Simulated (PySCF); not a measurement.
Harmonic spectrum computed at PBE0 in the def2-TZVP basis family (core potentials from Rb on, PySCF, no spin–orbit coupling):

```
ω (cm⁻¹)  IR (km/mol)
     755         28.6
     857          0.6
    2319         29.3
```

Question: Which molecule gave it? In each, all ligands are bound to the one heavy central atom.
A. HBO (singlet)
B. HGeO (doublet)
C. HSO (doublet)
D. HPO (singlet)
E. HBrO (singlet)

Answer: E. It has Cs symmetry with Br–H 1.465 Å, Br–O 1.691 Å.
